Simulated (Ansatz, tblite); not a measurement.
Cost and result up the ladder for NbS4 (the lowest doublet isomer of a short search) (5 atoms). Total charge 0; doublet. Geometry: PBE0-D4/def2-SVP.

```xyz
5

Nb   -0.840    0.072    0.389
S     0.758   -1.662    0.178
S     0.790    1.616   -0.361
S    -2.416   -0.147   -1.041
S     1.709    0.121    0.836
```

Ansatz on 4 threads of Arm Neoverse V2 on a shared host; xTB runs through tblite on one thread. Times are rough, summed over both states, and most runs start from the orbitals of an earlier one. PBE0-D4/def2-TZVP serves as the yardstick here, not as an exact answer. The other state is a singlet.

In the def2 sets Nb takes a core potential; there is no spin–orbit coupling. The xTB rows come from tblite. The structure comes from a short search, and lower isomers may exist.

Raw xTB energies of ions are shifted by several eV, and xTB has no spin-polarisation term.

```json
{"level": "GFN1-xTB", "functions": "45", "wall time": "0.013 s", "vertical IE (eV)": "12.23", "difference from PBE0-D4/def2-TZVP (eV)": "4.74"}
{"level": "GFN2-xTB", "functions": "45", "wall time": "0.016 s", "vertical IE (eV)": "12.80", "difference from PBE0-D4/def2-TZVP (eV)": "5.31"}
{"level": "PBE-D4/def2-TZVP", "functions": "188", "wall time": "6.6 s", "vertical IE (eV)": "7.15", "difference from PBE0-D4/def2-TZVP (eV)": "-0.33"}
{"level": "PBE0-D4/def2-TZVP", "functions": "188", "wall time": "11 s", "vertical IE (eV)": "7.48", "difference from PBE0-D4/def2-TZVP (eV)": "0.00"}
{"level": "r2SCAN-D4/def2-TZVP", "functions": "188", "wall time": "19 s", "vertical IE (eV)": "7.38", "difference from PBE0-D4/def2-TZVP (eV)": "-0.10"}
```
